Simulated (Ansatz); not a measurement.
Ansatz (a first-principles code) input:

Ansatz 0.2 input:
```yaml
crystal:
  periodic: [false, false, false]
  atoms:
    - {symbol: Ti, position_ang: [-0.05126577, -0.37630092, -0.28983751]}
    - {symbol: O, position_ang: [0.95013872, 0.58616159, -0.43296724]}
    - {symbol: O, position_ang: [-0.82610442, 0.44544439, 1.24431235]}
basis:
  gaussian:
    orbitals: def2-TZVP
hamiltonian:
  xc: b3lyp
  dispersion: d3bj
total_charge: 1
magnetization: {spin_polarized: true, initial_magnetization: 1}
relax: {f_tol: 0.002, max_steps: 150}
```

Problem. What final total energy does it print?

Solution. -999.68339 Eh (B3LYP-D3(BJ)/def2-TZVP). The basis has 107 functions.

The spin state was set by rule; other spins were not relaxed.
